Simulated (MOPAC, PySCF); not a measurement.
HBI₂O, SMILES `OB(I)I` (H–O–B–I torsion 0°), neutral singlet in the gas phase. 

Cartesian coordinates (Å):
SMILES: OB(I)I
```xyz
5

O     -0.5560    -1.0062    -0.0131
B     -0.0895     0.2415     0.0003
I      2.0229     0.6231     0.0293
I     -1.4937     1.8387    -0.0077
H      0.1162    -1.6972    -0.0089
```
Charge 0, spin multiplicity 1.

All levels are single points at this geometry (CAM-B3LYP-D3(BJ)/def2-TZVP); Pople sets use spherical d functions. Orbital energies aren't observables, and empty levels follow the basis.

CAM-B3LYP-D3(BJ)/def2-TZVP in PySCF gives HOMO (eV) = -8.70.

Task: Estimate the HOMO (eV) from each of these levels: B3LYP/6-31G* (LANL2DZ on I) in PySCF; B3LYP/LANL2DZ in PySCF; BP86/6-31G* (LANL2DZ on I) in PySCF; M06-2X/6-31G* (LANL2DZ on I) in PySCF; PBE/6-31G* (LANL2DZ on I) in PySCF; HF/6-31G* (LANL2DZ on I) in PySCF; PM3 in MOPAC; PM7 in MOPAC.

Result: 
```tsv
level	HOMO (eV)
B3LYP/6-31G* (LANL2DZ on I) in PySCF	-7.22
B3LYP/LANL2DZ in PySCF	-7.28
BP86/6-31G* (LANL2DZ on I) in PySCF	-6.46
M06-2X/6-31G* (LANL2DZ on I) in PySCF	-8.37
PBE/6-31G* (LANL2DZ on I) in PySCF	-6.35
HF/6-31G* (LANL2DZ on I) in PySCF	-9.90
PM3 in MOPAC	-9.50
PM7 in MOPAC	-9.38
```
